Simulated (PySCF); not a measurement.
# Static response to an electric field

Compound: C5HF6N.
Cartesian coordinates in Å at the PBE0-D3(BJ)/def2-SVP level; atoms count from 1:
```
atom  x, y, z in Å
N1    -2.410    2.188    1.016
C2    -1.387    1.662    0.885
C3    -0.101    1.061    0.763
C4     0.168   -0.024    0.025
C5    -0.901   -0.742   -0.781
F6    -0.399   -1.790   -1.424
F7    -1.437    0.078   -1.679
F8    -1.875   -1.172    0.017
C9     1.575   -0.571   -0.026
F10    1.612   -1.820    0.426
F11    2.038   -0.565   -1.272
F12    2.401    0.160    0.721
H13    0.709    1.538    1.322
```

Level: PBE0/def2-SVPD (PySCF), static field, nuclei fixed, core orbitals frozen in the response. The polarisability tensor in these axes (au):

```
x    76.84 -15.88  -5.19
y   -15.88  72.59  12.22
z    -5.19  12.22  58.52
```

Task: Diagonalise the tensor; give its mean and Δα, where Δα² is half the sum of the squared differences of the eigenvalues.

Result: Principal values 50.74, 62.43 and 94.78 au; mean 69.32 au = 10.27 Å³ = 11.43 × 10⁻⁴⁰ C²·m²/J; Δα = 39.51 au (57 % of the mean).

Task: What is the dipole moment, and where does it point?

Result: (2.33, 0.16, 0.71) D, 2.44 D in size, pointing from the negative to the positive side. Measured along this direction, the outermost atoms are F8, N1 and F7 at the negative end and F12 at the positive end.

Task: Directions of the eigenvectors, and the extent of the frame along each?

Result: Largest value along (0.68, -0.66, -0.32), where the nuclei span 5.57 Å; middle along (0.71, 0.47, 0.53), 4.03 Å; least along (-0.20, -0.58, 0.79), 2.16 Å. The response follows the extents in order.

Task: Form Σ f/ω² (atomic units) for the 6 lowest TDDFT singlets, given as eV and f, and set it beside the mean polarisability, which is this sum over all singlets: 5.56, 0.0000; 5.96, 0.3367; 6.60, 0.0062; 7.14, 0.0012; 7.40, 0.0002; 7.62, 0.1174.

Result: They add up to 8.65 au, 12.5 % of the 69.32 au; the largest single term is 7.03 au, from the state at 5.96 eV. Terms in order: 0.00, 7.03, 0.10, 0.02, 0.00, 1.50 au. Higher excitations give the rest. The strengths listed sum to 0.462.

Task: Estimate the molar refractivity from the static electronic polarisability.

Result: Lorentz–Lorenz: R = (4π/3)N_A α = 2.5225 cm³/(mol·Å³) × 10.27 Å³ = 25.9 cm³/mol, in the limit of long wavelengths.

Task: Traceless (Buckingham) quadrupole moment about the centre of nuclear charge: eigenvalues?

Result: -16.01, 5.61, 10.40 D·Å. The values depend on the origin, since the dipole doesn't vanish. The electronic extent ⟨r²⟩ about the same centre is 1773 bohr², a root-mean-square distance of 2.32 Å for the 92 electrons.

Task: Orientational against electronic polarisability at 273 K (dilute gas, rigid molecules)?

Result: In Gaussian units μ²/3kT = 52.79 Å³ against 10.27 Å³, a ratio of 5.14; the Debye molar polarisation (4π/3)N_A(α + μ²/3kT) is 159.1 cm³/mol, leaving out the vibrational part.

Isolated species at its PBE0-D3(BJ)/def2-SVP geometry, gas phase.

The run behind these numbers computed excited states as well. Rough CPU time on one thread of a shared machine: about 4 min (with the writing of density and orbital grids).
